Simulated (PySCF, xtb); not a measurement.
H₃NOSn, SMILES [OH][Sn][NH2] (connectivity only; charge and spin as stated), neutral, multiplicity 1. One conformer was computed; it need not be the lowest.

Harmonic wavenumbers (cm⁻¹) from GFN2-xTB in xtb at its own minimum, in rising order: 157, 302, 334, 356, 409, 464, 509, 597, 1492, 3415, 3441, 3681.

**Question.** What does PySCF with B3LYP-D3(BJ)/def2-TZVP give at its own minimum? (The exact figures need the calculation; the answer reports its results.)

**Answer.** 196, 287, 332, 402, 563, 583, 603, 747, 1552, 3526, 3632, 3815. Paired by order, the mean absolute difference is 93 cm⁻¹ and the zero-point energies are 21.7 and 23.2 kcal/mol.
